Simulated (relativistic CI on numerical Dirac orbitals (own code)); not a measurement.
# Calculated levels, Rh

Computed by Dirac-Coulomb-Breit CI, orbitals from a KLI potential per configuration, model QED, valence Slater integrals scaled by 0.85, configuration energies shifted to the measured levels that pair with them (semi-empirical) (own radial code, finite nucleus).

Configuration list (outside the closed core [Kr]): 4d8 5s, 4d9, 4d8 5p, 4d7 5s2, 4d8 5d, 4d8 6s, 4d8 7s, 4d8 6p, 4d8 4f, 4d8 7p, 4d8 6d, 4d7 5s 5p, 4d8 5g, 4d8 5f, 4d8 7d, 4d8 6g, 4d6 5s 5p2, 4d7 5s 7s. Levels of other configurations are missing.

```
No.  Configuration  Term     J  E (eV)   %  Next component (%)  Landé g
  1         4d8 5s    4F   9/2  0.0000  99                        1.333
  2         4d8 5s    4F   7/2  0.1880  96                3 2F    1.235
  3         4d8 5s    4F   5/2  0.3172  70           21 4d9 2D    1.079
  4         4d8 5s    4F   3/2  0.4140  83                8 2D    0.467
  5            4d9    2D   5/2  0.4239  61        27 4d8 5s 4F    1.148
  6            4d9    2D   3/2  0.6918  69        15 4d8 5s 4F    0.744
  7         4d8 5s    2F   7/2  0.8500  94                3 4F    1.144
  8         4d8 5s    2F   5/2  1.1124  84                6 2D    0.910
  9         4d8 5s    4P   5/2  1.3434  80                9 2D    1.498
 10       4d7 5s2‡    4F   9/2  1.4097  96                3 2G    1.327
 11         4d8 5s    4P   3/2  1.4832  76                9 2D    1.557
 12         4d8 5s    4P   1/2  1.5693  98                1 2S    2.663
 13       4d7 5s2‡    4F   7/2  1.6534  98     1 4d6 5s 5p2 4F    1.235
 14         4d8 5s    2D   3/2  1.6725  33               23 2P    1.160
 15       4d7 5s2‡    4F   5/2  1.7843  40        37 4d8 5s 2D    1.161
 16       4d7 5s2‡    4F   5/2  1.8307  58        30 4d8 5s 2D    1.120
 17       4d7 5s2‡    4F   3/2  1.9141  92         4 4d8 5s 2P    0.453
 18         4d8 5s    2P   3/2  1.9588  43               33 2D    1.097
 19         4d8 5s    2P   1/2  1.9741  79       19 4d7 5s2 2P    0.685
 20         4d8 5s    2G   9/2  2.0739  88        9 4d7 5s2 2G    1.114
 21         4d8 5s    2G   7/2  2.0950  91        7 4d7 5s2 2G    0.892
 22        4d8 5p‡   4D°   7/2  2.5856  90     4 4d7 5s 5p 4D°    1.418
 23        4d8 5p‡   4D°   5/2  2.7854  85               5 2D°    1.342
 24        4d8 5p‡   4F°   9/2  2.8082  53              30 4G°    1.254
 25        4d8 5p‡   4G°  11/2  2.8245  97     2 4d7 5s 5p 4G°    1.272
 26        4d8 5p‡   2G°   9/2  2.8753  45              35 4F°    1.204
 27       4d7 5s2‡    4P   5/2  2.9179  96                2 2D    1.593
 28        4d8 5p‡   4F°   7/2  2.9380  48              23 2F°    1.165
 29        4d8 5p‡   4D°   3/2  2.9572  90     4 4d7 5s 5p 4D°    1.176
 30       4d7 5s2‡    4P   3/2  2.9982  89         5 4d8 5s 2P    1.693
 31        4d8 5p‡   4D°   1/2  3.0470  91     4 4d7 5s 5p 4D°    0.027
 32       4d7 5s2‡    2G   9/2  3.0513  74               13 2H    1.088
 33        4d8 5p‡   4G°   7/2  3.1013  63              13 2G°    1.017
 34       4d7 5s2‡    4P   1/2  3.1059  95         2 4d8 5s 2P    2.595
 35        4d8 5p‡   4F°   5/2  3.1206  59              26 4G°    0.916
 36        4d8 5p‡   4G°   9/2  3.1341  53              39 2G°    1.156
 37        4d8 5p‡   2F°   7/2  3.1940  52              26 4F°    1.129
 38        4d8 5p‡   4G°   5/2  3.2087  60              16 2F°    0.731
 39        4d8 5p‡   4F°   3/2  3.2213  79              12 2D°    0.470
 40        4d8 5p‡   2D°   5/2  3.2455  60              20 2F°    1.086
 41       4d7 5s2‡    2G   7/2  3.2859  90         8 4d8 5s 2G    0.892
 42        4d8 5p‡   2G°   7/2  3.3291  61              17 2F°    0.968
 43     4d7 5s 5p‡   6F°  11/2  3.3305  90               9 6G°    1.443
 44     4d7 5s 5p‡   6D°   9/2  3.3404  53              42 6F°    1.491
 45       4d7 5s2‡    2H  11/2  3.4638  98     1 4d6 5s 5p2 2H    1.091
```

Energies count from the lowest computed level; ° marks odd parity. ‡ marks configurations that were not tied to measured data.

The mean weight of the leading LS term, summed over parents, in these 45 levels is 76 %, and that of the leading jj configuration (from the same eigenvectors) 54 %, so LS coupling describes them better.

Configurations whose levels could be paired with our table of measured levels were shifted onto them, all but the ground configuration, by the median error of their levels; single terms can still be off by 1,000 to 2,000 cm⁻¹ or more, and rates follow the energies as ν³ (E1, M1) or ν⁵ (E2). The others borrow a shift and can be off by several thousand cm⁻¹ or more. The fine structure of a lone outer electron comes out too small, for d and f at times inverted, and misplaced configurations move strength between like terms. 14 of the 21 excited levels that our extract of the measured tables holds in this range could be paired (the sources list more); they are missed by 3375 cm⁻¹ on average and 6571 at most, after the shifts were fitted to these levels, and levels without a partner can miss by more. Some levels of the ground configuration have no partner and can miss by 10 % or more.

LS names give the leading component of a level, which can be under half, so a name can repeat, a term be missing and a line seem to break the LS rules.
